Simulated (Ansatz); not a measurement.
`S[SiH2][GaH2]` + ethanol → `CC[O][GaH2]` + `[SiH3]S` at 500 K and 1 bar (cleavage of the Ga–Si bond).

Computed with Ansatz on PBE0-D4/def2-TZVP structures; ΔE is electronic, products minus reactants. CCSD(T)/CBS adds triple-zeta CCSD(T) − MP2 to the extrapolated MP2 energy (def2 sets, frozen cores). For Ga outer-core shells are correlated without core-valence functions, which leaves a few kJ/mol of doubt a bond. Scalar relativity is left out up to krypton. One conformer a species, not always the lowest.

```json
{"species": "`S[SiH2][GaH2]`", "CCSD(T)/CBS energy (Eh)": "-2613.80410", "H − E (kJ/mol)": "147.9", "S (J/(mol·K))": "411.1"}
{"species": "`CCO`", "CCSD(T)/CBS energy (Eh)": "-154.88256", "H − E (kJ/mol)": "240.4", "S (J/(mol·K))": "310.3"}
{"species": "`CC[O][GaH2]`", "CCSD(T)/CBS energy (Eh)": "-2079.43172", "H − E (kJ/mol)": "262.5", "S (J/(mol·K))": "396.2"}
{"species": "`[SiH3]S`", "CCSD(T)/CBS energy (Eh)": "-689.27336", "H − E (kJ/mol)": "117.6", "S (J/(mol·K))": "310.5"}
```

H − E and S are ideal-gas, rigid-rotor, harmonic terms from PBE0-D4/def2-TZVP, for one conformer and one mirror image of each species. 1 Eh = 2625.50 kJ/mol, R = 8.31446 J/(mol·K).

Problem. By hand: ΔE, ΔH, ΔS and ΔG.

Solution. ΔE = (-2079.43172) + (-689.27336) − (-2613.80410) − (-154.88256) = -0.01842 Eh = -48.4 kJ/mol. Δ(H − E) = 262.5 + 117.6 − 147.9 − 240.4 = -8.2, so ΔH = -56.6 kJ/mol. ΔS = 396.2 + 310.5 − 411.1 − 310.3 = -14.7 J/(mol·K). ΔG = -56.6 − 500 × (-14.7)/1000 = -49.2 kJ/mol.

Problem. By hand: the equilibrium constant, and the temperature at which ΔG would vanish if ΔH and ΔS stayed fixed.

Solution. log₁₀ K = −ΔG/(RT ln 10) = 5.1. ΔG = 0 at ΔH/ΔS = 3850 K, far beyond where these terms or the molecules hold.

The number of gas molecules stays the same, so ΔS is small and ΔH decides. A doubt of 5 kJ/mol in ΔE shifts log₁₀ K by 0.5 here. Other conformers and mirror images would add mixing entropy, several J/(mol·K) or more a flexible species. Modes under 60 cm⁻¹, often nearly free rotors, make the harmonic entropy too high. These are equilibria of isolated gas molecules and say nothing of rates. Largest T1 diagnostic: 0.014 (customary marks: 0.02 for closed shells, 0.045 for open ones).
